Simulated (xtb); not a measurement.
methyl 2,2-dimethylpropanoate (C6H12O2), SMILES COC(=O)C(C)(C)C. All values are semi-empirical tight-binding results from xtb (GFN2-xTB unless named), good for trends rather than for accurate numbers. Geometry: GFN2-xTB.

Optimised geometry:

```xyz
20

C      2.6600     0.3213    -0.5139
O      1.4253     0.3368     0.1859
C      0.3591    -0.1096    -0.4931
O      0.4244    -0.5039    -1.6272
C     -0.9092    -0.0472     0.3508
C     -1.1517     1.4115     0.7526
C     -0.7052    -0.9106     1.6001
C     -2.0829    -0.5736    -0.4733
H      2.9139    -0.6978    -0.8130
H      2.5964     0.9426    -1.4096
H      3.4052     0.7151     0.1726
H     -2.0541     1.4822     1.3558
H     -1.2775     2.0343    -0.1306
H     -0.3133     1.7912     1.3307
H     -1.5987    -0.8789     2.2195
H     -0.5149    -1.9450     1.3218
H      0.1372    -0.5453     2.1817
H     -2.9980    -0.5364     0.1125
H     -2.2137     0.0248    -1.3712
H     -1.9008    -1.6007    -0.7788
```

```
Item                                               Value
----------------------------------------  --------------
point group as xtb finds it                           Cs
orbital gap                                      4.86 eV
dipole moment                                     2.20 D
zero-point energy                         107.1 kcal/mol
G − E(el) at 298.15 K (modified RRHO)      85.1 kcal/mol
static polarisability (D4 model)              81.3 bohr³
solvation energy, GFN2-xTB/ALPB(water)     -4.0 kcal/mol
solvation energy, GFN2-xTB/ALPB(benzene)   -7.8 kcal/mol
```

Computed IR lines (harmonic; lines under 4 % of the strongest left out, lines within 3 cm⁻¹ merged):
ν (cm⁻¹): 722 (w), 900 (w), 1140 (s), 1159 (m), 1774 (vs), 2988 (w), 3032 (w), 3041 (m), 3046 (w), 3050 (w), 3053 (w) (against the strongest line: vs over 80 %, s over 45 %, m over 15 %, w over 4 %, vw less)

Computed atomic charges and the Wiberg bond orders between heavy atoms:
charges (e) C1 0.03, O2 -0.26, C3 0.35, O4 -0.41, C5 0.00, C6 -0.11, C7 -0.11, C8 -0.11, H9 0.06, H10 0.06, H11 0.07, H12 0.05, H13 0.04, H14 0.05, H15 0.05, H16 0.04, H17 0.05, H18 0.04, H19 0.05, H20 0.05. Bond orders C1–O2 0.96, O2–C3 1.12, C3–O4 1.77, C3–C5 0.94, C5–C6 0.98, C5–C7 0.98, C5–C8 1.00.
